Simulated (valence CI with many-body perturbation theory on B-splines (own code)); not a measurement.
**Pb32+: E2, M1 decay**

Level of theory: valence CI with perturbative core correlation (CI+MBPT): four valence electrons over a frozen Dirac-Fock core [Kr] 4d10, a basis of 8 s, 8 p, 9 d, 9 f, 6 g, 3 h, 2 i functions for each j, with the one-electron correlation potential Σ1 (screened to all orders), the two-electron term Σ2, the three-electron term Σ3, Breit, model QED; selected single and double excitations, second order for the rest (own B-spline code, finite nucleus).

The last digits are not significant, and no measured levels were compared; by estimate large intervals hold to a few tenths of a per cent, small ones and those within an open d or f shell to about a per cent. Core correlation moves these levels by up to 5200 cm⁻¹, and in measured spectra 5 to 20 % of such shifts remained as error; rates that hang on mixing are uncertain with them. Only levels of the ground parity were solved; by the run's estimate the other parity begins above the list, which can be wrong where configurations are misplaced.

Lines 51 to 100 of 120 in falling wavelength, among levels below 215940 cm⁻¹, chosen from the decays that carry over 1 % of a level's rate. Wavelengths and rates use the calculated energies. Electric multipoles are in the length gauge, E1 and E2 with the static RPA response of the core. S is in atomic units (e²a₀⁴ for E2 and M2, e²a₀⁶ for E3), for M1 in squared Bohr magnetons. Weak lines are less certain than strong ones. Lines between different terms over intervals too small for the method are left out, as are lines whose strength nearly cancels. Where a level lies close to another of its J and parity, the split of strength between their lines is uncertain.

Levels are named by their leading jj configuration (3d3/2^4 stands for four electrons in 3d with j = 3/2), which in mixed levels can hold well under half, so a name can repeat and another be missing. Letters in brackets count levels of one name in rising energy.

```tsv
λ vac (nm)	Upper	Lower	Type	A (s⁻¹)	S (a.u.)
205.0	(4f5/2^2 4f7/2^2) J=2 [b]	(4f5/2^3 4f7/2) J=2 [b]	M1	1.85e+03	2.96e+00
204.8	(4f5/2^2 4f7/2^2) J=1	(4f5/2^3 4f7/2) J=2 [b]	M1	1.22e+03	1.17e+00
203.1	(4f5/2^2 4f7/2^2) J=7 [a]	(4f5/2^3 4f7/2) J=6	M1	2.20e+03	1.03e+01
203.1	(4f5/2^2 4f7/2^2) J=3 [a]	(4f5/2^3 4f7/2) J=2 [a]	M1	2.80e+03	6.08e+00
197.9	(4f5/2^2 4f7/2^2) J=2 [a]	(4f5/2^3 4f7/2) J=3 [a]	M1	1.24e+03	1.79e+00
196.8	(4f5/2^2 4f7/2^2) J=4 [c]	(4f5/2^3 4f7/2) J=5 [b]	M1	3.55e+02	9.04e-01
195.8	(4f5/2^3 4f7/2) J=1 [b]	(4f5/2^3 4f7/2) J=2 [b]	M1	5.94e+02	4.96e-01
191.9	(4f5/2^2 4f7/2^2) J=3 [a]	(4f5/2^3 4f7/2) J=3 [a]	M1	1.34e+03	2.46e+00
190.0	(4f5/2^3 4f7/2) J=4 [b]	(4f5/2^3 4f7/2) J=3 [b]	M1	1.90e+02	4.36e-01
187.4	(4f5/2^2 4f7/2^2) J=6 [c]	(4f5/2^2 4f7/2^2) J=6 [a]	M1	3.85e+02	1.22e+00
183.3	(4f5/2^2 4f7/2^2) J=6 [c]	(4f5/2^3 4f7/2) J=5 [b]	M1	6.83e+02	2.03e+00
182.2	(4f5/2^2 4f7/2^2) J=2 [b]	(4f5/2^3 4f7/2) J=2 [a]	M1	3.00e+02	3.36e-01
177.1	(4f5/2^2 4f7/2^2) J=3 [b]	(4f5/2^3 4f7/2) J=2 [b]	M1	4.02e+02	5.80e-01
173.2	(4f5/2^2 4f7/2^2) J=2 [b]	(4f5/2^3 4f7/2) J=3 [a]	M1	8.98e+01	8.64e-02
170.1	(4f5/2^2 4f7/2^2) J=3 [b]	(4f5/2^3 4f7/2) J=3 [b]	M1	5.42e+02	6.91e-01
168.7	(4f5/2^3 4f7/2) J=4 [b]	(4f5/2^3 4f7/2) J=3 [a]	M1	2.12e+01	3.39e-02
168.2	(4f5/2^2 4f7/2^2) J=4 [b]	(4f5/2^3 4f7/2) J=4 [a]	M1	2.21e+03	3.52e+00
165.7	(4f5/2^2 4f7/2^2) J=2 [a]	(4f5/2^3 4f7/2) J=1 [a]	M1	2.10e+03	1.77e+00
160.2	(4f5/2^3 4f7/2) J=5 [b]	(4f5/2^3 4f7/2) J=5 [a]	M1	3.92e+02	6.57e-01
159.8	(4f5/2^2 4f7/2^2) J=3 [b]	(4f5/2^3 4f7/2) J=2 [a]	M1	1.90e+02	2.01e-01
157.2	(4f5/2^2 4f7/2^2) J=6 [a]	(4f5/2^3 4f7/2) J=5 [a]	M1	4.55e+03	8.53e+00
156.5	(4f5/2^2 4f7/2^2) J=9	(4f5/2^3 4f7/2) J=8	M1	2.00e+03	5.41e+00
156.2	(4f5/2^2 4f7/2^2) J=3 [a]	(4f5/2^3 4f7/2) J=4 [a]	M1	6.40e+01	6.33e-02
155.8	(4f5/2^3 4f7/2) J=4 [a]	(4f5/2^4) J=4	M1	2.64e+03	3.33e+00
152.8	(4f5/2^2 4f7/2^2) J=3 [b]	(4f5/2^3 4f7/2) J=3 [a]	M1	5.90e+01	5.46e-02
152.5	(4f5/2^2 4f7/2^2) J=4 [c]	(4f5/2^3 4f7/2) J=3 [b]	M1	2.04e+02	2.41e-01
149.6	(4f5/2^4) J=0	(4f5/2^4) J=2	E2	2.37e+00	1.58e-02
149.1	(4f5/2^2 4f7/2^2) J=5 [a]	(4f5/2^3 4f7/2) J=4 [a]	M1	6.19e+02	8.37e-01
148.0	(4f5/2^2 4f7/2^2) J=2 [b]	(4f5/2^3 4f7/2) J=1 [a]	M1	1.25e+03	7.54e-01
148.0	(4f5/2^2 4f7/2^2) J=2 [c]	(4f5/2^3 4f7/2) J=3 [b]	M1	2.27e+03	1.37e+00
147.9	(4f5/2^2 4f7/2^2) J=1	(4f5/2^3 4f7/2) J=1 [a]	M1	1.05e+03	3.77e-01
143.2	(4f5/2^3 4f7/2) J=1 [b]	(4f5/2^3 4f7/2) J=1 [a]	M1	7.87e+02	2.57e-01
142.7	(4f5/2^2 4f7/2^2) J=5 [b]	(4f5/2^3 4f7/2) J=4 [a]	M1	1.78e+03	2.11e+00
140.5	(4f5/2^3 4f7/2) J=4 [b]	(4f5/2^3 4f7/2) J=4 [a]	M1	1.29e+03	1.20e+00
140.2	(4f5/2^2 4f7/2^2) J=2 [c]	(4f5/2^3 4f7/2) J=2 [a]	M1	2.37e+03	1.21e+00
139.0	(4f5/2^2 4f7/2^2) J=8 [b]	(4f5/2^3 4f7/2) J=7	M1	9.40e+02	1.59e+00
139.0	(4f5/2^2 4f7/2^2) J=6 [b]	(4f5/2^3 4f7/2) J=7	M1	3.19e+02	4.12e-01
138.5	(4f5/2^2 4f7/2^2) J=4 [c]	(4f5/2^3 4f7/2) J=3 [a]	M1	1.26e+03	1.12e+00
137.1	(4f5/2^2 4f7/2^2) J=4 [a]	(4f5/2^3 4f7/2) J=5 [a]	M1	2.40e+02	2.07e-01
135.9	(4f5/2^2 4f7/2^2) J=5 [a]	(4f5/2^3 4f7/2) J=6	M1	4.54e+02	4.65e-01
134.8	(4f5/2^2 4f7/2^2) J=2 [c]	(4f5/2^3 4f7/2) J=3 [a]	M1	7.74e+02	3.51e-01
131.4	(4f5/2^3 4f7/2) J=3 [a]	(4f5/2^4) J=4	M1	4.69e+02	2.77e-01
130.6	(4f5/2^2 4f7/2^2) J=5 [b]	(4f5/2^3 4f7/2) J=6	M1	1.14e+02	1.03e-01
129.3	(4f5/2^2 4f7/2^2) J=3 [b]	(4f5/2^3 4f7/2) J=4 [a]	M1	1.45e+02	8.10e-02
125.4	(4f5/2^2 4f7/2^2) J=0 [a]	(4f5/2^3 4f7/2) J=1 [a]	M1	1.00e+03	7.34e-02
120.9	(4f5/2^3 4f7/2) J=3 [b]	(4f5/2^4) J=4	M1	3.73e+02	1.71e-01
119.0	(4f5/2^2 4f7/2^2) J=2 [c]	(4f5/2^3 4f7/2) J=1 [a]	M1	1.02e+03	3.18e-01
118.9	(4f5/2^2 4f7/2^2) J=4 [c]	(4f5/2^3 4f7/2) J=4 [a]	M1	3.66e+02	2.05e-01
118.7	(4f5/2^2 4f7/2^2) J=6 [b]	(4f5/2^3 4f7/2) J=6	M1	2.24e+02	1.80e-01
115.7	(4f5/2^2 4f7/2^2) J=2 [a]	(4f5/2^4) J=2	M1	7.68e+01	2.21e-02
```
